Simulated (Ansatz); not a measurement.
Stepwise reaction of trimethylsilanol with water, as a gas-phase model of exchange steps in deposition or etching. ΔE in kJ/mol; ΔG adds harmonic PBE0-D4 terms to CCSD(T)/CBS, at 1 bar.

Program: Ansatz. Geometries: PBE0-D4/def2-TZVP. ΔE: electronic, gas phase. CCSD(T)/CBS is the MP2 limit (def2-TZVPP, def2-QZVPP) plus CCSD(T) − MP2 in def2-TZVPP, frozen cores. This one scheme is used for every species. Functionals use def2-TZVPP. B3LYP here is the variant with VWN-RPA as its local correlation; programs differ in this. Each species was taken in one conformer, which may not be the lowest.

```
step                                     reaction  PBE-D4  B3LYP-D4  ωB97M-V  CCSD(T)/CBS  ΔG(600 K)
   1  `C[Si](C)(C)O` + H₂O → `C[Si](C)(O)O` + CH₄  -107.2    -118.3   -115.8       -112.6     -106.3
   2  `C[Si](C)(O)O` + H₂O → `C[Si](O)(O)O` + CH₄  -115.0    -126.6   -124.2       -121.2     -108.9
   3  `C[Si](O)(O)O` + H₂O → `O[Si](O)(O)O` + CH₄  -107.7    -119.6   -117.5       -115.5      -97.8
```

(1) By hand: ΔE of the 3 steps together at CCSD(T)/CBS.

Results:

(1) (-112.6) + (-121.2) + (-115.5) = -349.3 kJ/mol, or -116.4 kJ/mol a step.

In ΔE step 2 is the lowest and step 1 the highest. All are downhill at CCSD(T)/CBS. ΔG lies between -108.9 and -97.8 kJ/mol a step. PBE-D4 differs from CCSD(T)/CBS by 5.4 to 7.8 kJ/mol a step. Isolated molecules leave out the surface, adducts and barriers. Largest T1 diagnostic: 0.011.
